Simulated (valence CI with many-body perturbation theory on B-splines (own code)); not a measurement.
## E1 line list for Ti

Method: valence CI with perturbative core correlation (CI+MBPT): four valence electrons over a frozen Dirac-Fock core [Ar], radial functions for each j: 7 s, 7 p, 8 d, 6 f, 4 g, 1 h, with the one-electron correlation potential Σ1 (screened to all orders), the two-electron term Σ2, the three-electron term Σ3, Breit, model QED; selected single and double excitations, second order for the rest, scaled by the run's own slope (own B-spline code, finite nucleus).

Against 74 measured levels this calculation errs by 268 cm⁻¹ on average and by 483 at most. These come from a selection out of the NIST Handbook of Basic Atomic Spectroscopic Data. Levels without a partner in it may be off by more, other configurations by 1,000 to 4,000 cm⁻¹. Among the levels kept, up to 820 cm⁻¹ of a level comes from second order outside the variational space, and about a tenth of that is noise between levels of different J, which matters for small intervals. 3 measured levels below the end of the list, from 27355 cm⁻¹ on, found no clear computed partner, and computed levels of the same name lie up to 117 cm⁻¹ from them.

Lines 201 to 250 of 529 in falling wavelength, among levels below 3.897 eV, chosen from the strongest by gf and those to the six lowest levels. Wavelengths and rates use the calculated energies, so an error of 300 cm⁻¹ moves a line at 7637 Å by 2.3 % and its rate by three times that or more. Electric multipoles are in the length gauge, E1 and E2 with the static RPA response of the core. Weak lines are less certain than strong ones. Lines between different terms over intervals too small for the method are left out, as are lines whose strength nearly cancels and 12 of this kind that miss the measured wavelength by over 7 %. Where a level lies close to another of its J and parity, the split of strength between their lines is uncertain. The highest levels of a list are the least certain.

Names give the largest LS component (configuration and term), which can be under half, so a name can repeat, a term be missing and a line seem to break the LS rules; names also repeat where a configuration has a term twice. Letters in brackets count levels of one name in rising energy.

| λ vac (Å) | λ from measured levels | Upper | Lower | A (s⁻¹) | log gf | Branch % |
| --- | --- | --- | --- | --- | --- | --- |
| 7642 |  | 3d2 4s 4p 3D°_2 [c] | 3d3 4s 3D_2 | 6.41e+05 | -1.55 | 3.2 |
| 7637 | 7360 | 3d2 4s 4p 3F°_3 [b] | 3d3 4s 3F_3 [a] | 1.54e+06 | -1.03 | 2.7 |
| 7636 |  | 3d2 4s 4p 3D°_3 [c] | 3d3 4s 3D_2 | 2.87e+05 | -1.76 | 1.4 |
| 7619 | 7347 | 3d2 4s 4p 3F°_4 [b] | 3d3 4s 3F_4 [a] | 1.48e+06 | -0.94 | 2.8 |
| 7615 |  | 3d2 4s 4p 3D°_2 [b] | 3d3 4s 5P_3 | 8.41e+04 | -2.44 | 0.8 |
| 7615 |  | 3d3 4p 3G°_3 [b] | 3d3 4s 3H_4 | 1.86e+06 | -0.95 | 1.2 |
| 7610 |  | 3d2 4s 4p 3D°_1 [c] | 3d3 4s 3D_1 | 7.14e+05 | -1.73 | 3.6 |
| 7608 |  | 3d2 4s 4p 3D°_2 [c] | 3d3 4s 3D_1 | 2.84e+05 | -1.91 | 1.4 |
| 7597 |  | 3d2 4s 4p 3H°_4 | 3d3 4s 3H_5 | 9.75e+05 | -1.12 | 1.1 |
| 7593 |  | 3d2 4s 4p 3D°_3 [b] | 3d3 4s 5P_3 | 2.08e+05 | -1.90 | 2.7 |
| 7574 | 7302 | 3d2 4s 4p 3F°_3 [b] | 3d3 4s 3F_2 [a] | 1.26e+05 | -2.12 | 0.2 |
| 7560 | 7394 | 3d3 4p 3D°_3 [a] | 3d2 4s2 1G_4 | 2.20e+05 | -1.88 | 0.3 |
| 7549 |  | 3d2 4s 4p 3D°_3 [b] | 3d3 4s 5P_2 | 8.24e+04 | -2.31 | 1.1 |
| 7544 | 7274 | 3d2 4s 4p 3F°_4 [b] | 3d3 4s 3F_3 [a] | 8.71e+04 | -2.17 | 0.2 |
| 7522 |  | 3d2 4s 4p 5P°_1 | 3d3 4s 5P_2 | 5.30e+05 | -1.87 | 47.1 |
| 7516 | 7254 | 3d3 4p 3D°_1 [a] | 3d3 4s 3F_2 [a] | 6.62e+06 | -0.77 | 10.3 |
| 7512 |  | 3d2 4s 4p 5P°_2 | 3d3 4s 5P_3 | 2.82e+05 | -1.92 | 8.5 |
| 7506 | 7247 | 3d3 4p 3D°_2 [a] | 3d3 4s 3F_3 [a] | 5.73e+06 | -0.62 | 9.5 |
| 7495 |  | 3d2 4s 4p 5P°_1 | 3d3 4s 5P_1 | 1.82e+05 | -2.34 | 16.2 |
| 7469 | 7211 | 3d3 4p 3D°_3 [a] | 3d3 4s 3F_4 [a] | 6.37e+06 | -0.43 | 9.7 |
| 7457 | 7218 | 3d2 4s 4p 3P°_2 | 3d3 4s 3F_3 [a] | 4.96e+05 | -1.68 | 8.5 |
| 7446 | 7191 | 3d3 4p 3D°_2 [a] | 3d3 4s 3F_2 [a] | 5.36e+05 | -1.65 | 0.9 |
| 7442 |  | 3d2 4s 4p 5P°_2 | 3d3 4s 5P_1 | 2.59e+05 | -1.97 | 7.8 |
| 7418 |  | 3d2 4s 4p 5P°_3 | 3d3 4s 5P_3 | 2.95e+05 | -1.77 | 6.2 |
| 7397 | 7141 | 3d3 4p 3D°_3 [a] | 3d3 4s 3F_3 [a] | 4.33e+05 | -1.60 | 0.7 |
| 7376 |  | 3d2 4s 4p 5P°_3 | 3d3 4s 5P_2 | 1.71e+05 | -2.01 | 3.6 |
| 7249 | 7067 | 3d2 4s 4p 5D°_4 [b] | 3d3 4s 3F_4 [a] | 5.82e+04 | -2.38 | 2.3 |
| 7108 | 6745 | 3d2 4s 4p 1D°_2 [a] | 3d2 4s2 1D_2 | 5.12e+05 | -1.71 | 74.7 |
| 7009 |  | 3d2 4s 4p 3G°_4 [b] | 3d3 4s 3G_4 | 6.89e+04 | -2.34 | 0.1 |
| 7002 |  | 3d2 4s 4p 3G°_5 [b] | 3d3 4s 3G_5 | 1.35e+05 | -1.96 | 0.1 |
| 6890 | 6601 | 3d2 4s 4p 1F°_3 | 3d2 4s2 1D_2 | 1.73e+05 | -2.07 | 17.5 |
| 6734 | 6708 | 3d2 4s 4p 3F°_4 [c] | 3d2 4s2 1G_4 | 7.05e+04 | -2.36 | 0.1 |
| 6661 | 6558 | 3d2 4s 4p 3F°_4 [c] | 3d3 4s 3F_4 [a] | 1.52e+06 | -1.04 | 2.4 |
| 6659 | 6556 | 3d2 4s 4p 3F°_3 [c] | 3d3 4s 3F_3 [a] | 1.46e+06 | -1.17 | 2.3 |
| 6649 | 6548 | 3d2 4s 4p 3F°_2 [c] | 3d3 4s 3F_2 [a] | 1.51e+06 | -1.30 | 2.4 |
| 6611 | 6510 | 3d2 4s 4p 3F°_3 [c] | 3d3 4s 3F_2 [a] | 2.38e+05 | -1.96 | 0.4 |
| 6604 | 6499 | 3d2 4s 4p 3F°_4 [c] | 3d3 4s 3F_3 [a] | 2.45e+05 | -1.84 | 0.4 |
| 6516 | 6327 | 3d2 4s 4p 5G°_3 | 3d2 4s2 3F_3 | 2.86e+03 | -3.90 | 3.0 |
| 6515 | 6397 | 3d3 4p 3G°_5 | 3d2 4s2 1G_4 | 3.01e+05 | -1.68 | 0.4 |
| 6501 | 6314 | 3d3 4p 3G°_4 | 3d3 4s 3F_4 [a] | 6.21e+05 | -1.45 | 0.7 |
| 6491 | 6305 | 3d3 4p 3G°_3 [a] | 3d3 4s 3F_3 [a] | 8.05e+05 | -1.45 | 0.8 |
| 6485 | 6298 | 3d2 4s 4p 5G°_2 | 3d2 4s2 3F_2 | 5.79e+03 | -3.74 | 6.1 |
| 6447 | 6260 | 3d3 4p 3G°_5 | 3d3 4s 3F_4 [a] | 8.98e+06 | -0.21 | 10.8 |
| 6446 | 6260 | 3d3 4p 3G°_4 | 3d3 4s 3F_3 [a] | 8.74e+06 | -0.31 | 9.7 |
| 6446 |  | 3d3 4p 5D°_3 | 3d3 4s 5P_3 | 6.97e+04 | -2.52 | 0.0 |
| 6445 | 6263 | 3d3 4p 3G°_3 [a] | 3d3 4s 3F_2 [a] | 8.55e+06 | -0.43 | 9.0 |
| 6444 |  | 3d3 4p 5D°_2 | 3d3 4s 5P_2 | 1.17e+05 | -2.44 | 0.1 |
| 6414 |  | 3d3 4p 5D°_3 | 3d3 4s 5P_2 | 1.33e+05 | -2.24 | 0.1 |
| 6413 |  | 3d3 4p 5D°_4 | 3d3 4s 5P_3 | 1.97e+05 | -1.96 | 0.1 |
| 6405 |  | 3d2 4s 4p 3D°_3 [b] | 3d3 4s 3F_4 [a] | 3.29e+05 | -1.85 | 4.3 |
